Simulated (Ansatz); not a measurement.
`[F][Zr]([F])([F])[F]` + HI → `[F][Zr]([F])([F])[I]` + H–F  (ligand exchange at a Zr–F bond)

Program: Ansatz. Geometries: PBE0-D4/def2-TZVP. ΔE: electronic, gas phase. CCSD(T)/CBS adds triple-zeta CCSD(T) − MP2 to the extrapolated MP2 energy (def2 sets, frozen cores). This one scheme is used for every species. DFT in def2-TZVPP. B3LYP here is the variant with VWN-RPA as its local correlation; programs differ in this. Elements past krypton have def2 core potentials. For I, Zr outer-core shells are correlated without core-valence functions, which leaves a few kJ/mol of doubt a bond.

```tsv
species	B3LYP-D4 energy (Eh)
`[F][Zr]([F])([F])[F]`	-446.98717
HI	-298.40630
`[F][Zr]([F])([F])[I]`	-644.88647
H–F	-100.49283
```

Problem. Work out ΔE.

Solution. ΔE = (-644.88647) + (-100.49283) − (-446.98717) − (-298.40630) = 0.01417 Eh = +0.39 eV. CCSD(T)/CBS gives +0.25 eV.

Largest T1 diagnostic among the species: 0.018.

Leaving LDA and LC-ωPBE aside and taking each functional with its dispersion term where it has one, the values, not all of them listed here, spread over 0.24 eV, from PBE-QIDH to CAM-B3LYP-D4. LDA lies −0.04 eV from PBE without D4. The D4 term adds −0.06 eV with B3LYP and −0.03 eV with PBE0; it sums over pairs of atoms, weighted by their polarisabilities, and B3LYP, whose exchange is more repulsive, gets the larger term. From PBE to PBE0 (25 % exact exchange), in def2-TZVPP and without D4, ΔE moves by −0.08 eV.
